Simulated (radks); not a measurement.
Problem. These are the eigenvalues of the occupied orbitals of an atom or ion with whole-number occupations (eV). All-electron calculation, scalar-relativistic Kohn-Sham, Slater X-alpha with alpha = 0.778, spin-polarised, spherical densities, point nucleus. Program: a radial shooting solver on a logarithmic mesh with Libxc functionals.

1s down: -71749.06
1s up: -71749.05
2s up: -12472.74
2s down: -12472.45
2p up: -10895.39
2p down: -10895.15
3s up: -2904.544
3s down: -2904.432
3p up: -2439.076
3p down: -2438.956
3d up: -1910.954
3d down: -1910.756
4s up: -620.7100
4s down: -620.4383
4p up: -467.7501
4p down: -467.4715
4d up: -275.7141
4d down: -275.3603
5s up: -104.4651
5s down: -101.5050
5p up: -66.2442
5p down: -62.3902
4f up: -62.0280
4f down: -61.3408
5d up: -23.7862

Which element is it, and in what charge state? The configuration may be excited. Open shells, if any, are filled with parallel spins first.

Solution. Z = 75, rhenium, charge +2: Re2+ in [Xe] 4f14 5d5. The list shows which subshells hold electrons but not how many an open one holds; the 1s level, -2636.7 hartree, gives Z - s = 72.6 by -(Z - s)^2/2, which with screening and relativity narrows Z to a few neighbours, and the depths of the outer levels then fix element, charge and occupations together.
